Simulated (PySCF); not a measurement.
Si(OSiH3)(H)(NHSiH3)(Cl) (ClH8NOSi3), SMILES [SiH](Cl)(O[SiH3])N[SiH3].

The structure is a stationary point at B3LYP-D3(BJ)/def2-SVP. Other conformers were not sampled.

Two levels are set side by side: PBE/def2-TZVP (PySCF) and ωB97X/def2-TZVP (PySCF). Same geometry, gas phase. Differences are taken from unrounded values.

```csv
quantity,PBE
orbital gap (eV),5.58
highest occupied level (eV),-6.55
lowest empty level (eV),-0.97
dipole moment (D),1.16
mean polarisability (bohr³),98.9
```

Task: These are the PBE values. What does ωB97X give? (The exact figures need the calculation; the answer reports its results.)

Result: 
| quantity | ωB97X | PBE minus ωB97X |
|---|---|---|
| orbital gap (eV) | 12.21 | -6.63 |
| highest occupied level (eV) | -10.31 | 3.76 |
| lowest empty level (eV) | 1.90 | -2.86 |
| dipole moment (D) | 1.20 | -0.04 |
| mean polarisability (bohr³) | 93.3 | 5.6 |

Without exact exchange PBE keeps part of each electron's self-repulsion, which lifts occupied levels and narrows the gap. Loosely held outer electrons make PBE densities more polarisable. Differences between two approximate levels are no errors against the true value.

Rough cost on one machine, each run with all the roots and properties that it gave: ωB97X against PBE within a factor of 2.
